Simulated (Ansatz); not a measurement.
Two members of one family (Si nanocrystals, cubic, H-capped), computed with Ansatz in the gas phase. Binding counts from free atoms in the multiplicity of their measured ground term, without zero-point energy. Sets without diffuse functions give affinities that are too small. A dash marks a value that wasn't run or was left out as unsound. The structures are stationary points that may keep the symmetry of their start. Remarks come from the PBE and PBE0 runs and from stability tests at other levels; not every state was tested. A HOMO above zero means that the electron is unbound at that level and held by the basis, or that self-interaction error raises the level; the energy of removing that electron tells which. HOMO above LUMO (over both spins in singlets and doublets, within one spin in higher multiplets; at PBE or PBE0), or a gap under 0.15 eV within one spin, warns that the state may not be the lowest or that an electron is smeared out.

First: Si22H28 (singlet, charge 0, PBE-D4/def2-SVP geometry).

Cartesian coordinates in Å:
```
Si -3.7875 1.6770 0.0280
Si -3.5250 -2.1494 -0.3330
Si -1.6868 3.5107 2.6736
Si -0.8712 3.9078 -1.0631
Si -0.6015 0.0924 -1.4220
Si 2.3260 2.3259 -2.5176
Si 1.4980 1.9133 1.2089
Si 2.5882 -1.4800 -2.8771
Si -1.4133 -0.3132 2.2950
Si -1.1617 -4.1412 1.9511
Si 1.7585 -1.8836 0.8507
Si -0.3460 -3.7239 -1.7812
Si 4.7054 0.3456 -0.2390
Si -2.6055 3.6554 0.5100
Si -2.3384 -0.1739 0.1381
Si -2.0798 -4.0050 -0.2133
Si -0.2318 1.6623 2.7846
Si 0.5871 2.0648 -0.9544
Si 0.8498 -1.7525 -1.3136
Si 3.7925 0.4873 -2.4052
Si 2.9673 0.0787 1.3267
Si 0.0309 -2.1669 2.4234
H -4.9111 1.4893 1.0192
H -4.3870 1.7579 -1.3548
H -4.1255 -2.0522 -1.7149
H -4.6516 -2.3033 0.6598
H -2.7932 3.3527 3.6871
H -0.9315 4.7778 2.9928
H -1.4470 4.0047 -2.4542
H -0.0966 5.1728 -0.7836
H -1.1897 0.1833 -2.8114
H 1.7363 2.4313 -3.9036
H 3.0723 3.6041 -2.2247
H 2.2596 3.1883 1.4939
H 2.0015 -1.4048 -4.2650
H 3.5049 -2.6777 -2.8164
H -2.5429 -0.4843 3.2867
H -2.2664 -4.3275 2.9633
H -0.2381 -5.3324 2.0388
H 2.6898 -3.0746 0.9044
H -0.9207 -3.6381 -3.1748
H 0.5957 -4.9025 -1.7311
H 5.4844 1.6004 0.0688
H 5.6507 -0.8276 -0.1605
H -3.5413 4.8423 0.4359
H -2.8466 -5.2721 -0.5183
H 0.3691 1.5515 4.1673
H 4.9073 0.6589 -3.4132
H 3.5327 -0.0148 2.7268
H 0.6297 -2.2348 3.8111
```

```tsv
level	HOMO (eV)	LUMO (eV)	gap (eV)	vertical EA (eV)	vertical triplet (eV)	binding per atom (eV)
PBE-D4/def2-SVP	-6.16	-2.08	4.07	0.80	4.00	3.33
r2SCAN-D4/def2-SVP	-6.42	-2.01	4.42	–	–	3.34
r2SCAN-D4/def2-mTZVP	-6.43	-1.98	4.45	–	–	3.28
PBE0-D4/def2-SVP	-7.12	-1.45	5.67	0.59	4.66	3.33
```

Remarks: HOMO above zero (-1 doublet), gap within one spin near zero at PBE or PBE0 (-1 doublet), gap within one spin near zero at PBE or PBE0 (triplet).

Second: Si31H36 (singlet, charge 0, PBE-D4/def2-SVP geometry).

```xyz
67

Si   -3.603   -3.050    0.243
Si   -1.761   -1.915    3.917
Si   -3.722   -0.452   -2.457
Si   -2.224    3.046   -2.034
Si   -0.220    1.532    4.111
Si   -0.457    4.005    1.239
Si   -1.972    0.483    0.841
Si    0.267   -2.565    0.606
Si    0.091   -0.023   -2.335
Si    1.844    0.911    0.928
Si   -1.334   -3.521   -2.749
Si    1.970   -1.570    3.934
Si    4.208   -2.192    0.340
Si    1.606    3.503   -1.939
Si    3.902    0.482   -2.315
Si   -3.749   -0.727   -0.117
Si   -2.009    0.307    3.187
Si   -1.466   -3.793   -0.410
Si    0.203   -2.781    2.949
Si   -2.224    2.760    0.302
Si   -3.979    1.821   -3.015
Si   -1.670   -1.254   -3.290
Si   -0.167    2.258   -2.859
Si   -0.464    3.811    3.584
Si    1.813    0.685    3.269
Si    1.584    3.190    0.392
Si    0.071   -0.307   -0.004
Si    2.303   -3.516   -0.098
Si    2.121   -0.683   -3.321
Si    3.862    0.118    0.011
Si    3.667    2.771   -2.807
H    -4.631   -3.717   -0.640
H    -3.903   -3.429    1.669
H    -1.584   -1.911    5.417
H    -2.967   -2.756    3.592
H    -4.852   -1.264   -3.047
H    -2.361    4.517   -2.355
H    -0.235    1.335    5.610
H    -0.605    5.453    0.825
H    -2.390   -4.376   -3.410
H     0.015   -3.963   -3.259
H     1.829   -1.641    5.435
H     3.308   -2.156    3.563
H     4.677   -2.454    1.748
H     5.310   -2.626   -0.597
H     1.390    4.970   -2.237
H     5.217   -0.032   -2.856
H    -5.051   -0.189    0.432
H    -3.315    0.887    3.683
H    -1.300   -5.254   -0.059
H     0.346   -4.247    3.289
H    -3.540    3.238    0.876
H    -5.309    2.320   -2.506
H    -3.951    1.995   -4.514
H    -1.627   -1.064   -4.790
H    -0.145    2.381   -4.367
H    -1.760    4.332    4.154
H     0.671    4.611    4.172
H     2.961    1.481    3.846
H     2.728    3.955    1.018
H     2.233   -3.809   -1.576
H     2.461   -4.835    0.618
H     2.325   -2.173   -3.213
H     2.046   -0.328   -4.786
H     5.008    0.878    0.640
H     3.715    2.985   -4.300
H     4.796    3.552   -2.179
```

Question: What does the change do? Estimate second minus first.

Answer: 
```json
{"level": "PBE-D4/def2-SVP", "Δ HOMO (eV)": "0.03", "Δ LUMO (eV)": "-0.26", "Δ gap (eV)": "-0.29", "Δ vertical EA (eV)": "0.38", "Δ vertical triplet (eV)": "-0.27", "Δ binding per atom (eV)": "0.07"}
{"level": "r2SCAN-D4/def2-SVP", "Δ HOMO (eV)": "0.03", "Δ LUMO (eV)": "-0.28", "Δ gap (eV)": "-0.32", "Δ vertical EA (eV)": "–", "Δ vertical triplet (eV)": "–", "Δ binding per atom (eV)": "0.06"}
{"level": "r2SCAN-D4/def2-mTZVP", "Δ HOMO (eV)": "0.03", "Δ LUMO (eV)": "-0.28", "Δ gap (eV)": "-0.31", "Δ vertical EA (eV)": "–", "Δ vertical triplet (eV)": "–", "Δ binding per atom (eV)": "0.06"}
{"level": "PBE0-D4/def2-SVP", "Δ HOMO (eV)": "0.04", "Δ LUMO (eV)": "-0.29", "Δ gap (eV)": "-0.33", "Δ vertical EA (eV)": "0.37", "Δ vertical triplet (eV)": "-0.24", "Δ binding per atom (eV)": "0.07"}
```

Remarks: HOMO above zero (-1 doublet), gap within one spin near zero at PBE or PBE0 (-1 doublet), gap within one spin near zero at PBE or PBE0 (triplet).
